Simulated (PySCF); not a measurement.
**Zn: excitation energy**

Zn [Ar] 3d10 4s2 (1S) → Zn [Ar] 3d10 4s1 4p1 (3P), as a difference of total energies. Calculation: PySCF 2.14, in aug-cc-pVDZ-DK (7s6p4d2f, 59 functions); the spin-free X2C one-electron Hamiltonian (Gaussian nucleus). Correlated levels: valence: [Ar] frozen. The calculations carry no spin-orbit coupling.

| method | excitation energy (cm⁻¹) | error (cm⁻¹) |
| --- | --- | --- |
| UHF | 21966 | -10730 |
| MP2 (valence) | 31210 | -1486 |
| SCS-MP2 (valence) | 32071 | -626 |
| CCSD (valence) | 31431 | -1266 |
| CCSD(T) (valence) | 32226 | -470 |

Reference: 32696 cm⁻¹ (measured; NIST levels, between the centres of gravity of the two terms).

Errors of the correlated levels include the incompleteness of this basis and the frozen core.
